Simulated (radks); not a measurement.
Question: Radial electron density D(r) = 4 pi r^2 rho(r) of an atom or ion with 5 electrons. Calculated with a radial shooting solver on a logarithmic mesh with Libxc functionals: scalar-relativistic Kohn-Sham, LDA (Slater exchange, VWN5 correlation), spin-polarised, spherical densities, finite nucleus; Fermi nuclear charge, rms radius of each element as measured or else 0.836 A^(1/3) + 0.57 fm.

r (bohr),D(r) (e/bohr),spin D(r)
0.002709,10.12,0.000543
0.003256,13.40,0.00153
0.003946,17.74,0.00371
0.004781,23.11,0.00821
0.005793,29.55,0.0172
0.006963,36.60,0.0338
0.008437,44.52,0.0667
0.01022,52.35,0.128
0.01239,59.08,0.241
0.01489,63.32,0.429
0.01804,64.21,0.763
0.02186,60.68,1.31
0.02649,52.90,2.16
0.03184,42.98,3.33
0.03858,32.84,4.94
0.04674,26.08,6.82
0.05664,24.48,8.63
0.06808,26.81,9.81
0.08249,29.67,9.91
0.09995,28.88,8.58
0.1211,22.96,6.17
0.1456,14.57,3.64
0.1764,6.792,1.61
0.2137,2.234,0.514
0.259,0.4853,0.110
0.3113,0.07060,0.0161
0.3771,0.005285,0.00123

What is the nuclear charge?

Answer: Z = 53. The innermost maximum, from 1s, lies near gamma/Z bohr with gamma = sqrt(1 - (Z/c)^2) = 0.922, here 0.0174 bohr (found: 0.0171), and its height grows with Z. The density is that of the iodine ion I48+ in [He] 2s2 2p1; the configuration itself is not fixed sharply by these data, and Z only to a few units. D(r) has 2 maxima, at r = 0.0171, 0.0886 bohr, and minima at 0.0544 bohr, inside which lie 2.17 electrons.
